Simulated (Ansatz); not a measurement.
`[F][In]([Cl])[SeH]` + `O[SiH3]` → `[F][In]([Cl])[O][SiH3]` + H₂Se at 600 K and 1 bar (ligand exchange at the In–Se bond).

Isolated molecules relaxed with PBE0-D4/def2-TZVP in Ansatz; ΔE leaves out vibrations. CCSD(T)/CBS is the MP2 limit (def2-TZVPP, def2-QZVPP) plus CCSD(T) − MP2 in def2-TZVPP, frozen cores. Elements past krypton have def2 core potentials. For In, Se outer-core shells are correlated without core-valence functions, which leaves a few kJ/mol of doubt a bond. Scalar relativity is left out up to krypton. Each species was taken in one conformer, which may not be the lowest.

| species | CCSD(T)/CBS energy (Eh) | H − E (kJ/mol) | S (J/(mol·K)) |
| --- | --- | --- | --- |
| `[F][In]([Cl])[SeH]` | -3150.81023 | 76.9 | 434.1 |
| `O[SiH3]` | -366.69042 | 135.7 | 307.9 |
| `[F][In]([Cl])[O][SiH3]` | -1115.57293 | 147.5 | 500.6 |
| H₂Se | -2401.89790 | 57.0 | 244.8 |

H − E and S are ideal-gas, rigid-rotor, harmonic terms from PBE0-D4/def2-TZVP, for one conformer and one mirror image of each species. 1 Eh = 2625.50 kJ/mol, R = 8.31446 J/(mol·K).

Problem. By hand: ΔE, ΔH, ΔS and ΔG.

Solution. ΔE = (-1115.57293) + (-2401.89790) − (-3150.81023) − (-366.69042) = 0.02982 Eh = 78.3 kJ/mol. Δ(H − E) = 147.5 + 57.0 − 76.9 − 135.7 = -8.1, so ΔH = 70.2 kJ/mol. ΔS = 500.6 + 244.8 − 434.1 − 307.9 = 3.4 J/(mol·K). ΔG = 70.2 − 600 × (3.4)/1000 = 68.2 kJ/mol.

Problem. By hand: the equilibrium constant, and the temperature at which ΔG would vanish if ΔH and ΔS stayed fixed.

Solution. log₁₀ K = −ΔG/(RT ln 10) = -5.9. ΔG = 0 at ΔH/ΔS = 20647 K, far beyond where these terms or the molecules hold.

The number of gas molecules stays the same, so ΔS is small and ΔH decides. A doubt of 5 kJ/mol in ΔE shifts log₁₀ K by 0.4 here. Other conformers and mirror images would add mixing entropy, several J/(mol·K) or more a flexible species. Modes under 60 cm⁻¹, often nearly free rotors, make the harmonic entropy too high. These are equilibria of isolated gas molecules and say nothing of rates. Largest T1 diagnostic: 0.015 (customary marks: 0.02 for closed shells, 0.045 for open ones).
